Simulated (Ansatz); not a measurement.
Geometry optimisation, RKS PBE/def2-SVP (Ansatz 0.2.0).

input.yaml

```yaml
crystal:
  periodic: [false, false, false]
  atoms:
    - { symbol: B, position_ang: [-0.5537, -0.1324, -0.253] }
    - { symbol: H, position_ang: [0.0948, -1.2752, 0.5007] }
    - { symbol: Cl, position_ang: [-0.1964, -0.2208, -1.9577] }
    - { symbol: Cl, position_ang: [-2.1092, 0.309, 0.3387] }
    - { symbol: H, position_ang: [0.7126, -0.5489, 0.7567] }
    - { symbol: O, position_ang: [0.7103, 0.7227, 0.6019] }
    - { symbol: H, position_ang: [1.3416, 1.1457, 0.0127] }
basis:
  gaussian: { orbitals: def2-SVP }
hamiltonian:
  xc: pbe
relax:
  f_tol: 0.15
  max_steps: 25
  restrain:
    - { distance: [0, 5], at: 1.5, k: 30.0 }
    - { distance: [4, 1], at: 0.62, k: 30.0 }
    - { distance: [0, 1], at: 2.45, k: 30.0 }
    - { distance: [4, 5], at: 2.27, k: 30.0 }
```

Launched with:

```bash
$ ansatz run input.yaml --threads 2 --pin off --max-ram 3072MiB --backend cpu --events-out ev --progress --plain --runs-dir out
```

**Question.** Where does it end, and by what steps?

**Answer.** The run converged. The restraints hold the end off the free minimum. After 7 steps the energy has fallen by 1.867 eV (the restraints' own energy left out); H5 moved furthest, 0.61 Å. Joined: H2–H5 (0.99 → 0.71 Å).

```json
{"step": "0", "energy less start (eV)": "0.0000", "largest force component (eV/Å)": "2.876", "accepted": "yes"}
{"step": "1", "energy less start (eV)": "-0.1473", "largest force component (eV/Å)": "3.713", "accepted": "yes"}
{"step": "2", "energy less start (eV)": "-0.9429", "largest force component (eV/Å)": "3.406", "accepted": "yes"}
{"step": "3", "energy less start (eV)": "-1.7480", "largest force component (eV/Å)": "3.073", "accepted": "yes"}
{"step": "4", "energy less start (eV)": "-1.9008", "largest force component (eV/Å)": "1.871", "accepted": "yes"}
{"step": "5", "energy less start (eV)": "-1.8787", "largest force component (eV/Å)": "2.022", "accepted": "no"}
{"step": "6", "energy less start (eV)": "-1.8732", "largest force component (eV/Å)": "2.086", "accepted": "yes"}
{"step": "7", "energy less start (eV)": "-1.8672", "largest force component (eV/Å)": "2.165", "accepted": "yes"}
```

```xyz
7
Properties=species:S:1:pos:R:3
B -0.510 0.422 -0.349
H 0.307 -1.648 0.696
Cl -0.181 -0.148 -1.991
Cl -2.104 0.267 0.360
H 0.675 -1.116 0.978
O 0.494 1.085 0.413
H 1.319 1.138 -0.106
```

Run time: 6.3 s on 2 threads of Intel(R) Xeon(R) 6975P-C (Granite Rapids) (shared host), peak memory 0.16 GiB.
